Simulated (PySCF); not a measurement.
## Telling isomers of C₁₀H₁₁P apart by NMR

- geometry from GFN2-xTB
- GIAO PBE0/pcSseg-1 shieldings
- code: PySCF 2.14
- gas phase, no relativistic terms, a single conformation, one averaged value for each set of equivalent atoms

δ = σ(ref) − σ, references computed at the same level: TMS for ¹H, ¹³C. Splittings of carbon signals by F and P are missing where no couplings were computed. Where no couplings were computed, multiplicities follow the n + 1 count of equivalent neighbours, and m marks all less simple cases (inequivalent or close neighbours, rings, F or P nearby). Shifts are as computed. Against solution values, carbons near 30 ppm lie about +3 ppm off and those near 130 ppm about +5 ppm. Of 1211 compounds with measured shifts, 218 miss one by over three times the rms of a fit or turn the order of signals round; such compounds aren't used in these exercises.

(1) Tabulate the signals of `C=Cc1ccpc(C=C)c1C`, `C=C/C=P\c1ccccc1C`, `C=[P@]1(C)C=C1c1ccccc1` and their relative energies.

(2) What is the quickest way to tell C=Cc1ccpc(C=C)c1C from C=[P@]1(C)C=C1c1ccccc1?

(3) What is the quickest way to tell C=C/C=P\c1ccccc1C from C=[P@]1(C)C=C1c1ccccc1?

(4) What is the quickest way to tell C=Cc1ccpc(C=C)c1C from C=C/C=P\c1ccccc1C?

Answers

(1) 
```json
{"SMILES": "C=Cc1ccpc(C=C)c1C", "carbon types": "3×C 4×CH 2×CH2 1×CH3", "δC": "178.6, 163.7, 149.0, 146.8, 145.9, 142.7, 137.7, 125.2, 125.1, 21.3", "δH": "8.99 (m, 1H), 8.07 (m, 1H), 7.46 (m, 1H), 7.45 (m, 1H), 6.52 (m, 1H), 5.92 (m, 1H), 5.75 (m, 1H), 5.57 (m, 1H), 2.53 (s, 3H)", "E rel. (kcal/mol)": "8.3"}
{"SMILES": "C=C/C=P\\c1ccccc1C", "carbon types": "2×C 6×CH 1×CH2 1×CH3", "δC": "194.6, 148.6, 146.5, 143.6, 138.3, 134.8, 134.5, 131.0, 124.9, 25.4", "δH": "9.00 (m, 1H), 7.59 (m, 1H), 7.56 (m, 1H), 7.55 (m, 1H), 7.53 (m, 1H), 6.47 (m, 1H), 5.36 (m, 1H), 5.20 (m, 1H), 2.47 (s, 3H)", "E rel. (kcal/mol)": "0.0"}
{"SMILES": "C=[P@]1(C)C=C1c1ccccc1", "carbon types": "2×C 6×CH 1×CH2 1×CH3", "δC": "171.3, 169.7, 136.0, 135.0, 134.3, 133.9, 21.5, 3.7", "δH": "10.04 (m, 1H), 8.16 (m, 2H), 7.77 (m, 2H), 7.67 (m, 1H), 1.96 (m, 3H), 0.30 (m, 2H)", "E rel. (kcal/mol)": "48.5"}
```

Energies are electronic energies at PBE0/pcSseg-1 on these geometries, without zero-point or thermal terms, each for the one conformer computed, which needn't be the lowest.

(2) Count the carbon signals: 10 against 8. The first has a terminal =CH2 carbon at 125.2 ppm, the second a carbon double-bonded to a heavier main-group atom (CH2) at 3.7 ppm. Their most deshielded carbons lie at 178.6 and 171.3 ppm. In the proton spectra the most deshielded non-exchanging signals are 8.99 (m, 1H) and 10.04 (m, 1H).

(3) Count the carbon signals: 10 against 8. The first has a terminal =CH2 carbon at 124.9 ppm, the second a carbon double-bonded to a heavier main-group atom (CH2) at 3.7 ppm. Their most deshielded carbons lie at 194.6 and 171.3 ppm. In the proton spectra the most deshielded non-exchanging signals are 9.00 (m, 1H) and 10.04 (m, 1H).

(4) Both give the same number of carbon signals, but DEPT or the intensities differ. The first has a substituted aromatic carbon (C) at 178.6 ppm, the second a carbon double-bonded to a heavier main-group atom (CH) at 194.6 ppm.
